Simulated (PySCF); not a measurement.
## C₆ coefficients of unlike pairs at PBE

Calculated with PySCF 2.14 from the dipole response of each species, C₆(A,B) = (3/π) ∫ α_A(iu) α_B(iu) du, in atomic units, from isotropic polarisabilities. For ions this is the dispersion term alone; charge-induced terms of lower order in 1/R come first.

| species | configuration | basis | relativity | α (bohr³) | C₆ (like pair) |
| --- | --- | --- | --- | --- | --- |
| Cl | [Ne] 3s2 3p5 (2P) | aug-cc-pCVTZ-DK with one added diffuse shell each of s, p, d, f type (9s8p6d4f) | spin-free X2C | 15.77 | 100.3 |
| Xe | [Xe] (1S) | x2c-QZVPPall with one added diffuse shell each of s, p, d, f type (14s10p8d5f1g) | spin-free X2C | 28.65 | 307.8 |
| Sr(2+) | [Kr] (1S) | def2-QZVPPD with the def2 core potential (28 electrons) (7s5p4d3f) | core potential | 5.880 | 28.60 |
| Ge(3+) | [Ar] 3d10 4s1 (2S) | aug-cc-pVTZ-PP with one added diffuse shell each of s, d, f type with ECP10MDF (7s5p5d3f) | core potential | 5.829 | 12.37 |

Estimate C₆ for Ge(3+) with Xe.

The integral gives 61.69. The combination rule 2 C_A C_B / (C_A α_B/α_A + C_B α_A/α_B) gives 61.71 and the geometric mean 61.72.

No spin-orbit coupling is included.

The other pairs:

```
          pair     C₆
    Sr(2+), Cl  50.97
        Xe, Cl  175.5
    Ge(3+), Cl  35.16
Ge(3+), Sr(2+)  17.73
    Sr(2+), Xe  88.68
```
